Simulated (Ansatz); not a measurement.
Nb₃S₄⁺. Total charge 1; singlet. Geometry B3LYP-D4/def2-SVP.

```csv
atom,x (Å),y (Å),z (Å)
Nb1,1.406,0.891,-0.664
Nb2,-0.929,0.464,0.329
Nb3,0.334,-1.760,0.047
S4,-1.822,-1.735,0.921
S5,-0.043,2.666,-0.259
S6,1.227,-0.084,1.539
S7,-0.174,-0.442,-1.912
```

In the def2 sets Nb takes a core potential, while STO-3G treats all electrons; there is no spin–orbit coupling. The restricted singlet is unstable towards broken spin symmetry in Hartree–Fock (as tested in another run); at HF/STO-3G this wasn't settled. The restricted singlet is unstable towards broken spin symmetry at other levels; at PBE-D4/def2-TZVP, r2SCAN-D4/def2-TZVP, r2SCANh-D4/def2-TZVP, ωB97X-V/def2-TZVP this wasn't settled. No other spin state of charge 1 was run. The geometry of the singlet was relaxed on an unsound state (restricted singlet, unstable towards broken spin symmetry at other levels and untested here). The structure comes from a short search, and lower isomers may exist.

Problem. Estimate the orbital energies around the gap (eV) in Ansatz with HF/STO-3G, PBE-D4/def2-TZVP, r2SCAN-D4/def2-TZVP, r2SCANh-D4/def2-TZVP, ωB97X-V/def2-TZVP.

Solution. 
```csv
orbital,HF/STO-3G,PBE-D4/def2-TZVP,r2SCAN-D4/def2-TZVP,r2SCANh-D4/def2-TZVP,ωB97X-V/def2-TZVP
HOMO−13,-14.11,-12.77,-13.03,-13.52,-16.51
HOMO−12,-13.95,-12.71,-13.03,-13.47,-16.40
HOMO−11,-13.42,-12.69,-13.00,-13.45,-16.16
HOMO−10,-13.25,-12.57,-12.82,-13.25,-16.04
HOMO−9,-12.80,-12.29,-12.55,-12.98,-15.72
HOMO−8,-12.48,-12.06,-12.33,-12.76,-15.46
HOMO−7,-12.38,-11.80,-12.11,-12.55,-15.33
HOMO−6,-11.82,-11.43,-11.71,-12.13,-14.83
HOMO−5,-11.14,-10.78,-11.04,-11.45,-14.11
HOMO−4,-10.25,-10.77,-10.96,-11.31,-13.77
HOMO−3,-9.75,-10.29,-10.47,-10.79,-13.12
HOMO−2,-9.66,-9.57,-9.77,-10.17,-12.69
HOMO−1,-9.65,-9.57,-9.76,-10.14,-12.64
HOMO,-8.33,-8.68,-8.82,-9.19,-11.65
LUMO,-0.27,-8.04,-7.93,-7.64,-5.26
LUMO+1,0.41,-7.61,-7.51,-7.26,-5.22
LUMO+2,0.46,-7.44,-7.30,-6.99,-4.55
LUMO+3,1.09,-7.38,-7.22,-6.87,-4.48
LUMO+4,1.12,-7.17,-6.98,-6.63,-4.29
LUMO+5,1.25,-6.83,-6.68,-6.44,-4.24
```
